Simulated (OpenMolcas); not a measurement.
## Nd4+: effect of the basis set

```yaml
Program: OpenMolcas 26.06
Method: "XMS-CASPT2, IPEA 0.25 Eh, imaginary shift 0.1 Eh (closed shells correlated: 5s 5p)"
Active_space: 2 electrons in 7 orbitals (4f)
State_averaging: 2S+1 = 3 even, 21 roots; 2S+1 = 1 even, 28 roots
Spin-orbit_coupling: RASSI with atomic mean-field integrals over the reference wave functions, term energies averaged over their components
```

A. ANO-R2 [8s7p4d3f1g], X2C, finite nucleus; CASPT2 step of the order of 15 core-seconds
B. ANO-RCC-VTZP [8s7p5d3f2g1h], DKH2, point nucleus; CASPT2 step roughly 27 core-seconds
C. ANO-R3 [9s8p5d5f3g1h], X2C, finite nucleus; CASPT2 step of the order of 27 core-seconds

Energies in eV above 4f² ³H₄, the measured ground level; measured values from the list in Carvajal Gallego et al., Mon. Not. R. Astron. Soc. 518, 332 (2023).

```tsv
Level	A	B	C	Measured
4f² ³H₄	0.0000	0.0000	0.0000	0.0000
4f² ³H₅	0.371	0.373	0.371	0.3514
4f² ³H₆	0.754	0.759	0.752	0.7121
4f² ³F₂	0.845	0.832	0.818	0.7307
4f² ³F₃	1.088	1.078	1.063	0.9652
4f² ¹D₂	2.954	2.899	2.844	2.5480
4f² ³P₀	3.649	3.595	3.525	3.1059
4f² ¹I₆	3.706	3.677	3.649	3.2345
4f² ³P₁	3.761	3.710	3.640	3.2103
4f² ³P₂	3.971	3.921	3.850	3.4069
4f² ¹S₀	7.959	7.832	7.615
```

Deviations, from unrounded energies. A percentage is the sum of absolute deviations over the sum of measured energies, with the sign that they share, or ± where signs differ.

```csv
Against measurement,Levels,A,B,C
mean absolute deviation (cm-1),9,2500,2300,2000
fine structure of the ground term (%),2,+5.7,+6.5,+5.6
other terms of the ground configuration (%),7,+16.1,+14.6,+12.7
```

C lies closest to measurement on these levels and A furthest from it. The largest miss of C in the table is 4f² ³P₂, by +3600 cm-1. The ranking rests on the paired levels alone, and a cruder setting can come out closer through cancelling errors.

Among A to C the level of the table that moves most is 4f² ¹S₀, by 2800 cm-1 (lowest in C, highest in A). Moves below CASPT2's spread within the term are not significant.

CASPT2 breaks the degeneracy within a term, and the mean is taken; among the terms shown or strongly mixed into the levels shown the widest spread is 1100 cm-1 (4f² ¹I, A). The CASPT2 spread within a term exceeds the gap to the next term for 4f² ¹I and 4f² ³P, so the order of their levels is uncertain (holds for A; C). Some terms miss by over 15 % even with CASPT2, which points to a basis or an active space too small for the shells correlated (holds for A; B). Measured partners are found by configuration, term and J. A level has none where our copy of the source lacks it or the pairing is in doubt (some pairs that miss far off the trend of their configuration count as doubtful), and it then counts in no deviation. Only configurations of the active space appear. The table leaves out levels that lie high or whose names do not pair safely across all columns.
